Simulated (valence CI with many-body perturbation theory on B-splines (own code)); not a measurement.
Rb¹⁶⁺: E2, M1 decay

Computed by configuration interaction combined with many-body perturbation theory (CI+MBPT): three valence electrons over a frozen Dirac-Fock core [Ar], a basis of 7 s, 7 p, 8 d, 6 f, 4 g, 1 h functions for each j, with the one-electron correlation potential Σ1, the two-electron term Σ2, the three-electron term Σ3, Breit, model QED; selected CI, second order for the rest, scaled by the run's own slope (own B-spline code, finite nucleus).

No measured spectrum was set against this ion. As an estimate, terms of the open shell hold to 2 to 4 % of their energy, and close levels can change places. Only levels of the ground parity were solved; by the run's estimate the other parity begins above the list, which can be wrong where configurations are misplaced.

Lines 1 to 50 of 73 in falling wavelength, among levels below 22.731 eV, chosen from the decays that carry over 1 % of a level's rate. Wavelengths and rates use the calculated energies, so an error of 2000 cm⁻¹ moves a line at 495.3 nm by 9.9 % and its rate by three times that or more. Electric multipoles are in the length gauge, E1 and E2 with the static RPA response of the core. S is in atomic units (e²a₀⁴ for E2 and M2, e²a₀⁶ for E3), for M1 in squared Bohr magnetons. Weak lines are less certain than strong ones. Lines between different terms over intervals too small for the method are left out, as are lines whose strength nearly cancels. Intervals below about 2000 cm⁻¹, as at the head of this list, are uncertain by tens of per cent. The highest levels of a list are the least certain.

Names give the largest LS component (configuration and term), which can be under half, so a name can repeat, a term be missing and a line seem to break the LS rules; names also repeat where a configuration has a term twice. Letters in brackets count levels of one name in rising energy.

```tsv
λ vac (nm)	Upper	Lower	Type	A (s⁻¹)	S (a.u.)
5110	3d³ ⁴P_1/2	3d³ ⁴P_3/2	M1	2.59e-01	2.57e+00
1400	3d³ ⁴F_5/2	3d³ ⁴F_3/2	M1	1.52e+01	9.30e+00
1304	3d³ ⁴F_9/2	3d³ ⁴F_7/2	M1	1.16e+01	9.56e+00
1280	3d³ ⁴F_7/2	3d³ ⁴F_5/2	M1	2.00e+01	1.24e+01
780.0	3d³ ⁴P_5/2	3d³ ⁴P_3/2	M1	2.48e+01	2.62e+00
686.4	3d³ ²D_5/2 [a]	3d³ ²D_3/2 [a]	M1	2.47e+01	1.78e+00
552.9	3d³ ²P_3/2	3d³ ²P_1/2	M1	3.90e+01	9.77e-01
495.3	3d³ ²D_3/2 [a]	3d³ ⁴P_1/2	M1	2.78e+01	5.01e-01
486.7	3d³ ²H_11/2	3d³ ²G_9/2	M1	3.97e+01	2.04e+00
456.3	3d³ ²H_9/2	3d³ ²G_9/2	M1	7.60e+01	2.68e+00
451.5	3d³ ²D_3/2 [a]	3d³ ⁴P_3/2	M1	9.56e+01	1.30e+00
445.3	3d³ ²P_3/2	3d³ ²D_3/2 [a]	M1	9.85e+01	1.29e+00
418.5	3d³ ²D_5/2 [a]	3d³ ⁴P_5/2	M1	1.60e+01	2.61e-01
407.1	3d³ ²P_1/2	3d³ ⁴P_1/2	M1	1.38e+02	6.93e-01
397.2	3d³ ²H_9/2	3d³ ²G_7/2	M1	7.32e+01	1.70e+00
314.6	3d³ ²P_3/2	3d³ ⁴P_5/2	M1	8.62e+01	3.98e-01
293.3	3d³ ²F_5/2	3d³ ²D_5/2 [a]	M1	3.78e+00	2.12e-02
293.2	3d³ ²F_7/2	3d³ ²H_9/2	M1	1.93e+00	1.44e-02
282.0	3d³ ²G_9/2	3d³ ⁴F_9/2	M1	1.08e+02	9.02e-01
272.3	3d³ ²D_5/2 [a]	3d³ ⁴P_3/2	M1	7.24e+00	3.25e-02
261.3	3d³ ⁴P_3/2	3d³ ⁴F_5/2	M1	1.87e+01	4.96e-02
250.9	3d³ ²G_7/2	3d³ ⁴F_7/2	M1	6.60e+01	3.09e-01
248.6	3d³ ⁴P_1/2	3d³ ⁴F_5/2	E2	6.85e-02	1.16e-02
234.5	3d³ ²P_3/2	3d³ ⁴P_1/2	M1	4.38e+00	8.37e-03
231.9	3d³ ²G_9/2	3d³ ⁴F_7/2	M1	6.47e+01	2.99e-01
231.0	3d³ ⁴P_5/2	3d³ ⁴F_7/2	M1	6.01e+00	1.65e-02
220.2	3d³ ⁴P_3/2	3d³ ⁴F_3/2	M1	3.81e+01	6.04e-02
211.1	3d³ ⁴P_1/2	3d³ ⁴F_3/2	M1	3.64e+00	2.54e-03
211.1	3d³ ⁴P_1/2	3d³ ⁴F_3/2	E2	2.68e-01	2.01e-02
209.8	3d³ ²G_7/2	3d³ ⁴F_5/2	M1	9.77e+01	2.67e-01
195.7	3d³ ⁴P_5/2	3d³ ⁴F_5/2	M1	4.14e+00	6.90e-03
178.6	3d³ ²H_11/2	3d³ ⁴F_9/2	M1	7.65e+00	1.94e-02
178.5	3d³ ²F_7/2	3d³ ²G_9/2	M1	1.11e+01	1.87e-02
174.3	3d³ ²H_9/2	3d³ ⁴F_9/2	M1	3.08e+01	6.04e-02
172.4	3d³ ²F_5/2	3d³ ⁴P_5/2	M1	1.50e+01	1.71e-02
172.2	3d³ ²D_5/2 [b]	3d³ ²F_5/2	M1	1.69e+02	1.92e-01
168.7	3d³ ²F_7/2	3d³ ²G_7/2	M1	6.38e+01	9.08e-02
166.5	3d³ ²D_3/2 [b]	3d³ ²F_5/2	M1	1.16e+02	7.97e-02
166.1	3d³ ²D_5/2 [b]	3d³ ²F_7/2	M1	1.05e+02	1.08e-01
165.5	3d³ ²D_3/2 [a]	3d³ ⁴F_5/2	M1	1.95e+02	1.31e-01
162.8	3d³ ²F_5/2	3d³ ²G_7/2	M1	4.04e+01	3.88e-02
153.8	3d³ ²H_9/2	3d³ ⁴F_7/2	M1	2.59e+01	3.50e-02
148.9	3d³ ²D_5/2 [a]	3d³ ⁴F_7/2	M1	2.34e+02	1.72e-01
148.0	3d³ ²D_3/2 [a]	3d³ ⁴F_3/2	M1	1.18e+02	5.69e-02
141.2	3d³ ²F_5/2	3d³ ⁴P_3/2	M1	6.55e+00	4.11e-03
139.0	3d³ ²P_1/2	3d³ ⁴F_3/2	M1	4.66e+00	9.28e-04
133.3	3d³ ²D_5/2 [a]	3d³ ⁴F_5/2	M1	3.68e+01	1.94e-02
121.8	3d³ ²D_5/2 [a]	3d³ ⁴F_3/2	M1	7.24e+00	2.91e-03
120.7	3d³ ²P_3/2	3d³ ⁴F_5/2	M1	1.15e+02	3.01e-02
118.6	3d³ ²D_5/2 [b]	3d³ ²P_3/2	M1	3.21e+01	1.19e-02
```
